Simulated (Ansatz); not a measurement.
AsH6NSi (`[SiH3]N[AsH2]`). The species carries charge 0 and has multiplicity 1. Correlated methods include outer-core shells of As, which these sets cover unevenly. Scalar relativity is left out up to krypton.

Z-matrix (Å, degrees):
```
Si
N 1 1.720
H 1 1.487 2 108.3
H 1 1.491 2 112.7 3 120.6
H 1 1.487 2 109.5 3 -120.2
As 2 1.845 1 125.8 3 177.4
H 2 1.006 1 119.8 3 -18.8
H 6 1.528 2 96.8 1 -52.1
H 6 1.533 2 98.4 1 39.9
```

(1) Give the diagnostics of a CCSD(T)/def2-TZVPP run (frozen core, Ansatz). (Estimate.)

Results:

(1) Ansatz gave: T1 = 0.0111, largest single amplitude 0.013, largest double 0.035, (T) share of the correlation energy 3.5 %, 9 CCSD cycles. The RHF solution is stable towards an unrestricted one. T1 lies under the customary mark of 0.02 for closed shells.
